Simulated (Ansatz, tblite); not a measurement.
Isomers of Ti₃F₂ (singlet), found by a short tight-binding search and relaxed with PBE0-D4/def2-SVP in Ansatz.

The xTB rows come from tblite.

Run but left out: HF/def2-TZVP, MP2/def2-TZVP, CCSD/def2-TZVP, CCSD(T)/def2-TZVP (flagged by the program: large difference).

A further structure is left out (at the level of its geometry, restricted singlet, unstable towards broken spin symmetry at other levels and untested here); at PBE0-D4/def2-TZVP its energy lies 0.01 eV above the lowest shown.

A: The restricted singlet is unstable towards broken spin symmetry in Hartree–Fock (as tested in another run); at PBE-D4/def2-TZVP, r2SCAN-D4/def2-TZVP, PBE0-D4/def2-TZVP, r2SCAN0-D4/def2-TZVP and others this wasn't settled. B: The restricted singlet is unstable towards broken spin symmetry in Hartree–Fock (as tested in another run); at PBE-D4/def2-TZVP, r2SCAN-D4/def2-TZVP, PBE0-D4/def2-TZVP, r2SCAN0-D4/def2-TZVP and others this wasn't settled.

Other spin states weren't relaxed.

A:

```tsv
atom	x (Å)	y (Å)	z (Å)
Ti1	0.561	1.761	-0.076
Ti2	-1.071	0.329	0.892
Ti3	-0.255	-0.030	-1.409
F4	0.982	-1.295	-1.398
F5	-0.218	-0.766	1.990
```

B:

```xyz
5

Ti    0.955   -0.380    0.750
Ti   -1.318    0.257    1.088
Ti   -0.479    0.287   -1.146
F    -0.229    1.976   -1.628
F     1.071   -2.141    0.936
```

Estimate their order by electronic energy at PBE0-D4/def2-TZVP, counted from the lowest.

B (0.0) < A (6.7), in kJ/mol.

Do the other levels pick the same lowest one?

All that were run do. Energies above each level's lowest (kJ/mol):

| level | A | B |
| --- | --- | --- |
| GFN1-xTB | 20.4 | 0.0 |
| GFN2-xTB | 29.1 | 0.0 |
| PBE-D4/def2-TZVP | 7.1 | 0.0 |
| r2SCAN-D4/def2-TZVP | 6.6 | 0.0 |
| PBE0-D4/def2-TZVP | 6.7 | 0.0 |
| r2SCAN0-D4/def2-TZVP | 6.6 | 0.0 |
| ωB97X-V/def2-TZVP | 8.5 | 0.0 |
Point groups (tolerance 0.1 Å): A Cs, B C2. A and B have the same bonds, so they are conformers or stereoisomers. Lower isomers may exist.
